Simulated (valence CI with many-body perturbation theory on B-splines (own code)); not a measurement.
**From CI to CI+MBPT in Sb XXX**

Computed by configuration interaction combined with many-body perturbation theory (CI+MBPT): four valence electrons over a frozen Dirac-Fock core [Ar], a basis of 9 s, 9 p, 10 d, 8 f, 5 g, 3 h, 1 i functions for each j, with the one-electron correlation potential Σ1, the two-electron term Σ2, the three-electron term Σ3, Breit, model QED; selected CI, second order for the rest (own B-spline code, finite nucleus).

The last digits are not significant, and no measured levels were compared; by estimate large intervals hold to a few tenths of a per cent, small ones and those within an open d or f shell to about a per cent. Core correlation moves these levels by up to 8100 cm⁻¹, and in measured spectra 5 to 20 % of such shifts remained as error; rates that hang on mixing are uncertain with them. Only levels of the ground parity were solved; by the run's estimate the other parity begins above the list, which can be wrong where configurations are misplaced.

Each rung adds one term. CI alone is the Dirac-Coulomb CI over the frozen core; QED comes last and gives the full result, which names the levels. Energies are above (3d3/2^4) J=0 on the same rung, in eV.

Levels are named by their leading jj configuration (3d3/2^4 stands for four electrons in 3d with j = 3/2), which in mixed levels can hold well under half, so a name can repeat and another be missing. Letters in brackets count levels of one name in rising energy.

| Level | CI alone | Σ1 | Σ2 | Σ3 | Breit | QED | Full |
| --- | --- | --- | --- | --- | --- | --- | --- |
| (3d3/2^3 3d5/2) J=1 | 6.581 | +0.0802 | +0.2360 | +0.0762 | -0.3790 | +0.0319 | 6.626 |
| (3d3/2^3 3d5/2) J=2 | 11.160 | +0.1184 | +0.2815 | +0.0775 | -0.6570 | +0.0460 | 11.026 |
| (3d3/2^3 3d5/2) J=3 | 13.962 | +0.1282 | +0.2537 | +0.0492 | -0.7938 | +0.0490 | 13.649 |
| (3d3/2^3 3d5/2) J=4 | 14.423 | +0.1020 | +0.2185 | -0.0286 | -0.8496 | +0.0378 | 13.903 |
| (3d3/2^2 3d5/2^2) J=0 [a] | 20.052 | +0.1548 | +0.1466 | -0.0571 | -0.6026 | +0.0580 | 19.751 |
| (3d3/2^2 3d5/2^2) J=4 [a] | 21.322 | +0.1620 | +0.4226 | +0.0042 | -1.0283 | +0.0602 | 20.943 |
| (3d3/2^2 3d5/2^2) J=3 [a] | 24.077 | +0.1508 | +0.1127 | -0.0140 | -0.7777 | +0.0541 | 23.603 |
| (3d3/2^2 3d5/2^2) J=2 [a] | 24.379 | +0.1414 | -0.0612 | +0.0792 | -0.6605 | +0.0502 | 23.928 |
| (3d3/2^2 3d5/2^2) J=5 | 25.912 | +0.1714 | +0.4141 | -0.0034 | -1.2404 | +0.0620 | 25.316 |
| (3d3/2^2 3d5/2^2) J=1 | 26.517 | +0.1798 | -0.0297 | +0.0921 | -0.8048 | +0.0655 | 26.019 |
| (3d3/2^2 3d5/2^2) J=6 | 27.807 | +0.1775 | +0.5287 | -0.0292 | -1.5365 | +0.0639 | 27.011 |
| (3d3/2^2 3d5/2^2) J=4 [b] | 30.300 | +0.1847 | +0.1360 | -0.1262 | -1.2002 | +0.0652 | 29.359 |
| (3d3/2^2 3d5/2^2) J=2 [b] | 31.104 | +0.1837 | -0.2609 | +0.0451 | -0.9913 | +0.0650 | 30.146 |
| (3d3/2^2 3d5/2^2) J=3 [b] | 31.938 | +0.1724 | -0.3268 | -0.0261 | -0.9668 | +0.0598 | 30.851 |
| (3d3/2 3d5/2^3) J=4 [a] | 33.429 | +0.2380 | +0.3246 | -0.0177 | -1.2929 | +0.0880 | 32.769 |
| (3d3/2 3d5/2^3) J=3 [a] | 36.289 | +0.2472 | +0.1806 | -0.0374 | -1.1608 | +0.0906 | 35.610 |
| (3d3/2^2 3d5/2^2) J=2 [c] | 36.685 | +0.2100 | -0.0921 | +0.0735 | -0.9619 | +0.0742 | 35.989 |
| (3d3/2 3d5/2^3) J=5 | 38.782 | +0.2638 | +0.3694 | -0.0343 | -1.6436 | +0.0964 | 37.833 |
| (3d3/2 3d5/2^3) J=1 [a] | 39.683 | +0.2486 | -0.1640 | -0.1126 | -1.0422 | +0.0902 | 38.703 |
| (3d3/2 3d5/2^3) J=6 | 39.851 | +0.2616 | +0.6554 | -0.0572 | -1.8057 | +0.0946 | 39.000 |
| (3d3/2^2 3d5/2^2) J=4 [c] | 42.992 | +0.2216 | -0.2616 | -0.0218 | -1.1477 | +0.0761 | 41.858 |
| (3d3/2 3d5/2^3) J=0 | 44.169 | +0.2612 | -0.2257 | -0.3944 | -1.1756 | +0.0937 | 42.728 |
| (3d3/2^2 3d5/2^2) J=2 [d] | 44.211 | +0.2440 | -0.4949 | +0.1903 | -1.0980 | +0.0843 | 43.137 |
| (3d3/2 3d5/2^3) J=3 [b] | 46.360 | +0.2613 | -0.2949 | -0.0108 | -1.3318 | +0.0916 | 45.075 |
| (3d3/2^2 3d5/2^2) J=2 [e] | 47.275 | +0.2271 | -0.4611 | +0.0160 | -0.9609 | +0.0768 | 46.173 |
| (3d5/2^4) J=4 | 52.535 | +0.3170 | +0.2509 | -0.1282 | -1.5209 | +0.1132 | 51.567 |
| (3d3/2 3d5/2^3) J=3 [c] | 53.970 | +0.2804 | -0.3967 | +0.0507 | -1.2502 | +0.0961 | 52.750 |
| (3d3/2 3d5/2^3) J=1 [b] | 54.542 | +0.2765 | -0.6856 | +0.1317 | -1.0160 | +0.0948 | 53.344 |
| (3d5/2^4) J=2 | 54.781 | +0.3093 | -0.4060 | +0.1334 | -1.3537 | +0.1081 | 53.572 |
| (3d3/2^2 3d5/2^2) J=0 [b] | 56.965 | +0.2749 | -0.8501 | -0.0432 | -0.9525 | +0.0911 | 55.485 |
| (3d3/2 3d5/2^3) J=4 [b] | 56.886 | +0.2873 | -0.3433 | +0.0709 | -1.4289 | +0.0978 | 55.570 |

The middle columns are the shifts that each term adds.

Q: How does the ionisation energy move along the ladder, and which term matters most?

A: CI alone 1688.7, + Σ1 1691.2, + Σ2 1698.9, + Σ3 1699.0, + Breit 1698.0, + QED 1698.1 eV. The largest step is Σ2, 7.7 eV. NIST lists 1698 ± 4 eV (theoretical).
